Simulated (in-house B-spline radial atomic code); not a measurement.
Inner levels of iridium as electrons are removed. A shift is the extra binding of the orbital against the neutral atom ([Xe] 4f14 5d3/2(4) 5d5/2(3) 6s2). The density at the nucleus is averaged over the nuclear charge. Computed with a radial B-spline atomic code at the basis-set limit: Dirac-Hartree-Fock, jj configuration that fills j = l - 1/2 first, finite nuclei.

A number in brackets counts the electrons of a j subshell.

```csv
ion,configuration,shift of 2s1/2 (eV),shift of 3p1/2 (eV),shift of 4p3/2 (eV),radius of 2s1/2 (bohr),radius of 3p1/2 (bohr),radius of 4p3/2 (bohr),Σ<r²> (bohr²),change of density at nucleus (bohr⁻³)
Ir12+,[Kr] 4d10 4f14 5s2 5p1/2(2) 5p3/2(1),222.33,219.07,215.2,0.072915,0.17993,0.45898,14.811,364.24
Ir13+,[Kr] 4d10 4f14 5s2 5p1/2(2),249.62,245.63,240.7,0.072913,0.17992,0.45882,13.457,465.04
Ir14+,[Kr] 4d10 4f14 5s2 5p1/2(1),278.88,273.62,268.21,0.07291,0.17992,0.45841,12.277,483.95
Ir15+,[Kr] 4d10 4f14 5s2,308.89,302.28,296.3,0.072908,0.17993,0.45798,11.152,501.12
Ir16+,[Kr] 4d10 4f5/2(6) 4f7/2(7) 5s2,351.98,346.59,335.77,0.07291,0.17993,0.45595,10.56,700.27
Ir17+,[Kr] 4d10 4f5/2(6) 4f7/2(6) 5s2,396.77,392.65,376.4,0.072913,0.17993,0.45383,10.011,910.25
Ir18+,[Kr] 4d10 4f5/2(6) 4f7/2(6) 5s1,429.75,424.78,407.04,0.072912,0.17991,0.45312,9.086,-503.96
Ir19+,[Kr] 4d10 4f5/2(6) 4f7/2(6),463.37,457.49,438.16,0.072912,0.17989,0.45239,8.1941,-1993.32
Ir20+,[Kr] 4d10 4f5/2(6) 4f7/2(5),511.57,506.91,481.16,0.072914,0.17989,0.45012,7.7504,-1895.98
Ir21+,[Kr] 4d10 4f5/2(6) 4f7/2(4),561.41,557.97,525.19,0.072917,0.17987,0.44778,7.3349,-1789.95
Ir22+,[Kr] 4d10 4f5/2(6) 4f7/2(3),612.85,610.65,570.22,0.07292,0.17985,0.44538,6.9447,-1675.21
Ir23+,[Kr] 4d10 4f5/2(6) 4f7/2(2),665.88,664.9,616.23,0.072923,0.17983,0.44294,6.5773,-1551.75
Ir24+,[Kr] 4d10 4f5/2(6) 4f7/2(1),720.48,720.72,663.19,0.072926,0.1798,0.44045,6.2306,-1419.62
Ir25+,[Kr] 4d10 4f5/2(6),776.65,778.08,711.07,0.07293,0.17977,0.43792,5.9026,-1278.81
Ir26+,[Kr] 4d10 4f5/2(5),834.99,836.58,760.81,0.072933,0.17969,0.43527,5.5957,-1123.82
```
